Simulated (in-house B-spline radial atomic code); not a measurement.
Inner-shell binding energies (edges) and X-ray emission energies of free atoms and ions, as differences of relaxed hole-state energies with first-order Breit, QED and recoil terms, without correlation or multiplet splittings, in NIST's listed ground configurations. For neutral atoms such line energies lie within some 1 to 5 eV of tabulated X-ray lines (up to 20 eV for the heaviest). K = 1s, L1 = 2s. A dash marks a subshell that is part filled or wasn't run, or a line left out. Computed with an all-electron radial atomic-structure program (B-spline basis): Dirac-Hartree-Fock, average of the configuration, finite nuclei.

```
 ion  configuration  K edge (eV)  L1 edge (eV)
 N3+       [He] 2s2       488.34        75.017
 O3+   [He] 2s2 2p1       627.87        87.687
 F3+   [He] 2s2 2p2            ?             ?
Ne3+   [He] 2s2 2p3       963.32        115.85
Mg3+   [He] 2s2 2p5      1374.12        147.85
Al3+   [He] 2s2 2p6      1607.86        165.31
 P3+       [Ne] 3s2      2197.49         240.3
 S3+   [Ne] 3s2 3p1            ?             ?
Cl3+   [Ne] 3s2 3p2      2882.63        329.54
```

(1) Fill in the row of F3+.

(2) Fill in the row of S3+.

Results:

(1) K edge (eV): 786.19; L1 edge (eV): 101.3.

(2) K edge (eV): 2528.29; L1 edge (eV): 283.28.
